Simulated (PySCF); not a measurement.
# Partial charges of `C[Si@@H](C[SiH3])C([SiH3])[SiH3]`

Compound: C₃H₁₆Si₄.
Structure used (GFN2-xTB), in Å, numbered top down from 1:
```xyz
23
C3H16Si4 angstrom
C      0.7562   -1.9455    1.0924
Si     0.3944   -0.1123    0.7472
C      1.2324    0.4079   -0.8782
Si     3.1255    0.3191   -0.8921
C     -1.4899    0.2005    0.6512
Si    -2.3826   -0.8443   -0.6638
Si    -1.9034    2.0485    0.4818
H      1.8170   -2.1064    1.2556
H      0.4539   -2.5724    0.2592
H      0.2294   -2.2956    1.9746
H      0.9435    0.6849    1.8654
H      0.9297    1.4285   -1.1110
H      0.8461   -0.2127   -1.6874
H      3.6362    0.7844   -2.1875
H      3.5726   -1.0611   -0.6863
H      3.6782    1.1675    0.1662
H     -1.8983   -0.1152    1.6163
H     -2.1727   -2.2756   -0.4177
H     -3.8256   -0.5844   -0.6170
H     -1.8938   -0.5197   -2.0074
H     -3.3484    2.2566    0.6245
H     -1.2184    2.8178    1.5249
H     -1.4868    2.5566   -0.8279
```

Density: PBE0/pcSseg-1 (PySCF); schemes: Mulliken, IAO, Hirshfeld and ESP-fitted. The structure is a single GFN2-xTB conformer in the gas phase; no vibrational or solvent corrections.

**Question.** Atoms with like bonding are taken together and averaged. For which atoms does the sign change between the 4 schemes (beyond +0.03 e in one, beyond −0.03 e in another)?

**Answer.** For none.

**Question.** Which atoms carry the highest charge in the Mulliken, IAO, Hirshfeld and ESP-fitted schemes?

**Answer.** All schemes agree: Mulliken Si2 (+0.823); IAO Si2 (+0.910); Hirshfeld Si2 (+0.363); ESP-fitted Si2 (+0.763).

**Question.** At which atom do the 4 schemes differ most?

**Answer.** At C5: from -1.100 (Mulliken) to -0.277 e (Hirshfeld), 0.823 e apart.

**Question.** Give the atomic charges in each scheme.

**Answer.** In e; atoms taken as equivalent share a row and are averaged (×n: the atom named and its like, n in all):

```tsv
atom	environment	Mulliken	IAO	Hirshfeld	ESP-fitted
C1	Si-methyl carbon	-0.616	-0.715	-0.215	-0.743
Si2	SiH silicon	+0.823	+0.910	+0.363	+0.763
C3	sp3 carbon bound to silicon	-0.869	-0.826	-0.248	-0.498
Si4	SiH3 silicon	+0.487	+0.608	+0.313	+0.406
C5	sp3 carbon bound to silicon	-1.100	-0.920	-0.277	-0.584
Si6	SiH3 silicon	+0.478	+0.590	+0.302	+0.397
Si7	SiH3 silicon	+0.481	+0.593	+0.302	+0.332
H8/H9/H10	methyl hydrogen	+0.142	+0.156	+0.041	+0.176
H11	Si–H hydrogen	-0.034	-0.133	-0.086	-0.176
H12	methylene hydrogen	+0.183	+0.162	+0.040	+0.127
H13	methylene hydrogen	+0.178	+0.161	+0.041	+0.139
H14/H15/H16	Si–H hydrogen	-0.080	-0.121	-0.079	-0.109
H17	methine hydrogen	+0.200	+0.168	+0.043	+0.192
H18/H19/H20	Si–H hydrogen	-0.067	-0.117	-0.077	-0.101
H21/H22/H23	Si–H hydrogen	-0.066	-0.116	-0.077	-0.085
```

Mean size of the charges over all atoms: IAO 0.318 e, Mulliken 0.283 e, ESP-fitted 0.251 e, Hirshfeld 0.133 e. Each set sums to the total charge, 0, to within 0.001 e. The Hirshfeld scheme weights the molecular density at each point by an atom's share of the summed free-atom densities.

**Question.** Sum the charges by element.

**Answer.** 
```json
{"element": "C", "atoms": "3", "Mulliken": "-2.585", "IAO": "-2.462", "Hirshfeld": "-0.739", "ESP-fitted": "-1.825"}
{"element": "Si", "atoms": "4", "Mulliken": "+2.268", "IAO": "+2.701", "Hirshfeld": "+1.279", "ESP-fitted": "+1.897"}
{"element": "H", "atoms": "16", "Mulliken": "+0.317", "IAO": "-0.239", "Hirshfeld": "-0.540", "ESP-fitted": "-0.072"}
```

**Question.** How closely do the schemes follow one another over all atoms?

**Answer.** Correlation coefficient and root-mean-square difference: Mulliken with IAO 0.99, 0.074 e; IAO with ESP-fitted 0.98, 0.132 e; IAO with Hirshfeld 0.97, 0.268 e; Mulliken with ESP-fitted 0.95, 0.147 e; Hirshfeld with ESP-fitted 0.93, 0.177 e; Mulliken with Hirshfeld 0.92, 0.266 e.

**Question.** How many electrons does the ESP-fitted scheme count on C5?

**Answer.** Z − q = 6 − (-0.584) = 6.584.
